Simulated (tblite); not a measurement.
Compound: C5H9ClSi2.
Geometry (GFN2-xTB, Å), atoms numbered from 1 in this order:
```xyz
17
C5H9ClSi2 angstrom
C      3.422   -0.383   -0.794
C      2.465   -0.381   -0.065
Si     0.993   -0.362    1.065
Cl     1.588   -1.303    2.781
C     -0.423   -1.339    0.208
C     -1.301   -0.338   -0.546
C     -1.751    0.814    0.358
Si    -0.221    1.611    1.191
H      4.257   -0.393   -1.435
H     -1.029   -1.855    0.956
H     -0.059   -2.100   -0.482
H     -2.176   -0.850   -0.959
H     -0.735    0.068   -1.389
H     -2.330    1.531   -0.225
H     -2.426    0.421    1.122
H     -0.582    2.170    2.497
H      0.300    2.700    0.357
```

Computed with GFN2-xTB (tblite): harmonic, unscaled wavenumbers at the GFN2-xTB geometry, gas phase. This tight-binding method is rough: wavenumbers can miss measured ones by several per cent, in bad cases by 10 to 20. Modes of hydrogen on silicon can be 10 to 20 % off. One conformer, not necessarily the lowest.

Harmonic wavenumbers (cm⁻¹): 54.0, 74.3, 92.4, 122.2, 154.8, 240.3, 243.7, 277.4, 294.1, 375.7, 398.5, 434.0, 511.7, 548.7, 622.5, 634.7, 674.4, 680.9, 687.4, 710.3, 757.4, 785.2, 803.3, 949.6, 955.2, 1045.5, 1103.4, 1136.2, 1213.5, 1271.3, 1292.9, 1340.6, 1476.1, 1485.6, 1510.8, 2195.3, 2213.9, 2226.8, 2938.3, 2960.6, 2962.4, 2970.3, 2991.2, 2993.6, 3351.2.

A = 1453, B = 903.3, C = 780.4 MHz; mass 159.993 u (most abundant isotopes); point group C1, symmetry number 1.

Question: Zero-point energy?

Answer: ½Σν̃ = 26381 cm⁻¹ = 75.43 kcal/mol.

Question: Entropy at 400 K, 1 bar (ideal gas, RRHO, classical rotation)?

Answer: Translation 42.60, rotation 31.01, vibration 43.04: S = 116.6 cal/(mol K).

Question: And Cp and H(400 K) − H(0)?

Answer: Cp = 50.05 cal/(mol K), of which vibrations give 42.10 (their classical limit is 45 R = 89.4); H(400 K) − H(0) = 12.15 kcal/mol without the zero-point energy, 8.97 from vibrations.

Question: Which modes carry the vibrational entropy at 400 K?

Answer: 54.0 cm⁻¹: 5.25; 74.3 cm⁻¹: 4.62; 92.4 cm⁻¹: 4.19; 122.2 cm⁻¹: 3.64; 154.8 cm⁻¹: 3.18; 240.3 cm⁻¹: 2.34 cal/(mol K); the other 39 give 19.84 together.

Question: Blend soft modes into free rotors: weight 1/[1 + (100 cm⁻¹/ν̃)⁴] for the oscillator and the rest for a rotor with moment μB/(μ + B), μ = h/(8π²ν), B = 10⁻⁴⁴ kg m². What vibrational entropy results?

Answer: 39.93 cal/(mol K) in place of 43.04, which changes −T·S at 400 K by +1.24 kcal/mol.

Hindered rotation and anharmonicity are outside this model. Other conformers, if any are populated, would add a mixing term that is left out. The structure is chiral; the term R ln 2 for an equal mix with its mirror image is left out.
